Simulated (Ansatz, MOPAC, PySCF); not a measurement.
HF (SMILES F) and CH4O (SMILES CO) are pulled apart as rigid monomers along the line of their centres of mass, from the B3LYP-D3(BJ)/def2-TZVP minimum. Starting geometry (charge 0, multiplicity 1):
```
atom    x (Å)    y (Å)   z (Å)
----  -------  -------  ------
F      0.0851   0.0129  0.2358
H     -0.2159  -0.0603  1.1336
C      0.5163   0.3958  3.5133
O     -0.5531  -0.1639  2.7395
H      0.2446   0.4480  4.5694
H      0.6753   1.4029  3.1355
H      1.4380  -0.1781  3.3944
H     -0.7281  -1.0638  3.0349
```

Interaction energies with rigid monomers; basis-set methods are counterpoise corrected unless marked otherwise.

Rows in 6-31G* carry no dispersion term and start afresh at each structure (6-31G* with six Cartesian d functions). MP2/6-31G* freezes PySCF's default core. The state that PM6, PM7 reach isn't checked; PM7 holds dispersion and hydrogen-bond terms.

Codes used: Ansatz (an electronic-structure program); MOPAC for PM6, PM7 (differences of heats of formation); PySCF for 6-31G* rows, the dispersion terms. Each number belongs to the level named beside it.

```tsv
H2···O4 (Å)	PM6 (kcal/mol)	PM7 (kcal/mol)	r2SCAN-D3(BJ)/def2-TZVPPD (kcal/mol)	B3LYP/def2-TZVPPD (kcal/mol)	MP2/6-31G* (kcal/mol)
1.48	-2.43	-1.07	-10.44	-8.84	-5.97
1.64	…	-3.55	-11.21	-10.02	-8.73
1.89	-4.80	…	-9.88	-9.06	-9.07
2.29	-3.31	-3.44	-6.54	-6.05	-6.60
2.95	-1.61	-1.94	-3.12	-2.88	-3.23
```

Q: What belongs in the gaps?

A: 
- 1.89, PM7 (kcal/mol): -4.26
- 1.64, PM6 (kcal/mol): -4.62
